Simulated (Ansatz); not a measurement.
A run for Ansatz (a first-principles code): R-wB97X-V/def2-TZVPPD on aminoborane (SMILES BN). Files ending in .json are basis or fitting sets from the Basis Set Exchange.

Ansatz 0.2 input:
```yaml
crystal:
  periodic: [false, false, false]
  atoms:
    - {symbol: B, position_ang: [0.90642385, -0.12577282, 0.06132810]}
    - {symbol: N, position_ang: [-0.14340758, 0.57942984, 0.66532152]}
    - {symbol: H, position_ang: [0.66259924, -0.82367319, -0.87058744]}
    - {symbol: H, position_ang: [1.99912322, -0.02550304, 0.52060940]}
    - {symbol: H, position_ang: [0.01237531, 1.27651616, 1.37837995]}
    - {symbol: H, position_ang: [-1.06485966, 0.63323826, 0.25705540]}
basis:
  gaussian:
    orbitals: def2-TZVPPD.json
hamiltonian:
  xc: {name: wB97X-V}
scf: {lower_state_search: off}
```

The head of its log:

```
WARN ansatz: RAYON_NUM_THREADS=1 ignored (pool sized by the plan → 1); use --threads N
Functional definition: wB97X-V
these checks for a lower state are left out or cut short: stability, starts, cluster_reference, orbital_swaps, neighbouring_geometries, increment
integrals: 0.04 GiB planned
580 factors; their error is unknown
integrals: 0.08 GiB planned
204 factors; integrals over basis functions are off by at most 2.2e-5 eV
mean field: 0.53 GiB planned
mean field evaluation 1: about -2229.2156 eV, gradient 4.2e1 eV
mean field evaluation 2: about -2229.6556 eV, gradient 3.9e1 eV
```

What total energy does the run end on?

-82.0450 hartree.
